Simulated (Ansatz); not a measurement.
The cluster Cu4⁺. Charge 1, multiplicity 2. Geometry PBE-D4/def2-SVP, that of the neutral singlet; atoms count from 1.

```xyz
4

Cu   -0.9174   -0.2833    0.6091
Cu    0.9173    0.2833   -0.6092
Cu   -0.1988    1.9616    0.6128
Cu    0.1989   -1.9616   -0.6128
```

The structure comes from a short search, and lower isomers may exist.

(1) Estimate the Mulliken populations from the PBE0/def2-TZVP orbitals of Ansatz.

(2) Where does the spin sit?

(3) And the Mayer bond orders between bonded heavy atoms (over 0.3)?

Results:

(1) 
| atom | charge (e) | spin (α − β) | d electrons |
| --- | --- | --- | --- |
| Cu1 | 0.27 | 0.06 | 9.87 |
| Cu2 | 0.27 | 0.06 | 9.87 |
| Cu3 | 0.23 | 0.44 | 9.91 |
| Cu4 | 0.23 | 0.44 | 9.91 |
Mulliken values and Mayer orders depend strongly on the basis.

(2) Summed by element: Cu 1.00, of 1 unpaired in all. Largest on single atoms: Cu3 0.44, Cu4 0.44, Cu2 0.06.

(3) Cu1–Cu2 0.53 (2.27 Å); Cu1–Cu3 0.44 (2.36 Å); Cu1–Cu4 0.44 (2.36 Å); Cu2–Cu3 0.44 (2.36 Å); Cu2–Cu4 0.44 (2.36 Å).
